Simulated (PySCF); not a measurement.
Br2Sb, charge +1, multiplicity 1. Atoms are numbered in the order given.

```xyz
3

Sb     0.0000     0.0000     0.8912
Br     0.0000    -1.8941    -0.6493
Br     0.0000     1.8941    -0.6493
```
Charge +1, spin multiplicity 1.

Geometry optimised at r2SCAN-D4/def2-SVP. The multiplicity is an assumed one; other spin states were not compared. The isomer is the one that the SMILES or the coordinates give; other isomers of the formula were not compared. The def2 effective core potentials stand for the cores of Sb; spin–orbit coupling is left out.

These are M06-2X/def2-TZVPD run with PySCF values and carry that method's errors.

Mulliken values depend strongly on the basis, most of all with diffuse functions as here. ESP charges are fitted to the potential on shells at 1.4 to 2.0 van der Waals radii. Atomic charges (e):

```csv
atom,ESP fit,Mulliken
Sb1,0.83,1.03
Br2,0.08,-0.02
Br3,0.08,-0.02
```
